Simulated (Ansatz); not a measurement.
Molecular dynamics of CH4BClSi

The input (input.yaml):

```yaml
crystal:
  periodic: [false, false, false]
  atoms:
    - { symbol: B, position_ang: [-0.339253, 1.368579, -0.218287] }
    - { symbol: C, position_ang: [0.587049, 0.200019, -0.478353] }
    - { symbol: Si, position_ang: [0.02366, -1.193268, 0.382434] }
    - { symbol: Cl, position_ang: [0.892938, -3.063957, 0.390763] }
    - { symbol: H, position_ang: [-0.145288, 2.463931, -0.717273] }
    - { symbol: H, position_ang: [-1.314781, 1.230998, 0.509116] }
    - { symbol: H, position_ang: [1.487529, 0.203221, -1.11129] }
    - { symbol: H, position_ang: [-1.191853, -1.209524, 1.24288] }
basis:
  gaussian: { orbitals: def2-SVP }
hamiltonian:
  xc: pbe
  dispersion: d4
md:
  timestep: 0.5
  n_steps: 150
  ensemble: nvt_langevin
  temperature: 500.0
  initial_velocities: maxwell_boltzmann
  seed: 71364
  friction: 0.001
  temperature_schedule:
    - { n_steps: 37, end_temperature: 500.0 }
    - { n_steps: 113, end_temperature: 125.0 }
scf:
  lower_state_search: "off"
```

Launched with:

```bash
$ ansatz run input.yaml --threads 1 --pin off --max-ram 2048MiB --backend cpu --events-out ev --progress --plain --runs-dir out
```

It starts from a relaxed structure.

Output, in part (step lines, the closing report, with atoms numbered from 0):

```
md step     0: t =     0.00 fs  T =   437.5 K (target 500.0 K)  F+E_penalty+E_count = -22158.94718580 eV  E_kin = 0.452410 eV  (18 SCF iters)
[... lines left out ...]
Total energy: -22158.74750603 eV, -814.3189511082 hartree
Atom 0 at    -0.595480     1.209133     0.445609 Å, force     1.098518     0.008879    -1.075449 eV/Å
Atom 1 at     0.040995     0.223779    -0.555052 Å, force    -0.250458     0.205019     0.598147 eV/Å
Atom 2 at    -0.134980    -1.324903     0.207608 Å, force     0.903596    -0.747365    -0.109961 eV/Å
Atom 3 at     1.213367    -3.002341     0.233114 Å, force    -0.767611     1.011845    -0.140004 eV/Å
Atom 4 at    -0.093708     2.355152     0.384807 Å, force    -0.558932    -0.476653     0.278448 eV/Å
Atom 5 at    -1.426845     0.858948     1.245382 Å, force    -0.231757     0.060672     0.254395 eV/Å
Atom 6 at     0.820836     0.488132    -1.278174 Å, force     0.099009     0.016379    -0.088071 eV/Å
Atom 7 at    -1.262953    -1.676725     1.078012 Å, force    -0.292364    -0.078776     0.282496 eV/Å
Dipole moment:    -0.042493    -0.264103    -0.017244 e Å
```

The steps, from the saved trajectory:

| time (fs) | T (K) | potential energy less start (eV) |
| --- | --- | --- |
| 0.0 | 438 | 0.000 |
| 2.5 | 391 | 0.040 |
| 5.0 | 353 | 0.082 |
| 7.5 | 308 | 0.130 |
| 10.0 | 282 | 0.154 |
| 12.5 | 282 | 0.156 |
| 15.0 | 243 | 0.193 |
| 17.5 | 224 | 0.216 |
| 20.0 | 218 | 0.227 |
| 22.5 | 235 | 0.218 |
| 25.0 | 289 | 0.166 |
| 27.5 | 324 | 0.130 |
| 30.0 | 354 | 0.105 |
| 32.5 | 382 | 0.088 |
| 35.0 | 392 | 0.090 |
| 37.5 | 391 | 0.080 |
| 40.0 | 379 | 0.086 |
| 42.5 | 380 | 0.117 |
| 45.0 | 325 | 0.170 |
| 47.5 | 257 | 0.236 |
| 50.0 | 226 | 0.265 |
| 52.5 | 233 | 0.266 |
| 55.0 | 234 | 0.255 |
| 57.5 | 274 | 0.217 |
| 60.0 | 288 | 0.210 |
| 62.5 | 302 | 0.199 |
| 65.0 | 324 | 0.177 |
| 67.5 | 301 | 0.184 |
| 70.0 | 305 | 0.175 |
| 72.5 | 303 | 0.177 |
| 75.0 | 287 | 0.200 |

All steps were run. The schedule's set-point averaged 249 K over the second half and the system 298 K, so it lags behind the ramp. A run of 0.075 ps of so small a system gives no equilibrium averages.

The same pairs are bonded in the first frame and the last. Pairs count as bonded within 1.25 times the sum of covalent radii (0.12 Å more for H–H).

Last frame:

```xyz
8
Properties=species:S:1:pos:R:3
B -0.596 1.209 0.446
C 0.041 0.224 -0.555
Si -0.135 -1.325 0.208
Cl 1.213 -3.002 0.233
H -0.094 2.355 0.385
H -1.427 0.859 1.245
H 0.821 0.488 -1.278
H -1.263 -1.677 1.078
```

Run time: 8.7 min on 1 thread of Intel(R) Xeon(R) Processor @ 2.50GHz (Skylake/Cascade Lake) (shared host), peak memory 0.11 GiB.
